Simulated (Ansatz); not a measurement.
`C[SiH2][TeH]` → C• + 6 H• + Si• + Te•  (atomization)

Gas-phase electronic energies from Ansatz, PBE0-D4/def2-TZVP geometries. CBS: MP2 limit from def2 TZ/QZ plus the TZ coupled-cluster correction, frozen cores. This one scheme is used for every species, atoms too. No spin–orbit coupling; open shells (•) take unrestricted orbitals. Spin–orbit coupling would lower the free atoms: a little for C, Si; strongly for Te. def2 core potentials past Kr. Bonds to Te are less sure, by a few kJ/mol each and by 10 to 20 or more in all where they break to atoms, as the def2 sets lack core-valence functions.

```tsv
species	CCSD(T)/def2-SVP energy (Eh)
`C[SiH2][TeH]`	-597.61981
C•	-37.71541
H•	-0.49928
Si•	-288.81556
Te•	-267.08826
```

Work out ΔE.

ΔE = 6 × (-0.49928) + (-37.71541) + (-288.81556) + (-267.08826) − (-597.61981) = 1.00490 Eh = +2638.4 kJ/mol. CCSD(T)/CBS gives +2833.1 kJ/mol.

Largest T1 diagnostic among the species: 0.012.

In def2-TZVPP, CCSD(T) changes the Hartree–Fock value by +650.9 kJ/mol (the triples alone add +32.4 kJ/mol) and MP2 by +642.4 kJ/mol; breaking electron pairs costs correlation energy, which Hartree–Fock lacks. From BLYP to BHLYP (50 % exact exchange), in def2-TZVPP and without D4, ΔE moves by −4.6 kJ/mol: exact exchange takes away binding that semilocal exchange gives to molecules. At CCSD(T), def2-SVP lies −194.7 kJ/mol from the extrapolated value and def2-TZVPP −80.0 kJ/mol: correlation converges slowly with the basis, and small sets miss more of it in the bonded molecule than in its fragments.

For atomizations the MP2-based limit and the directly extrapolated one differ by several kJ/mol either way, and by 10 to 25 for some Ge, Se and Sn compounds, so smaller differences from it don't rank the levels.
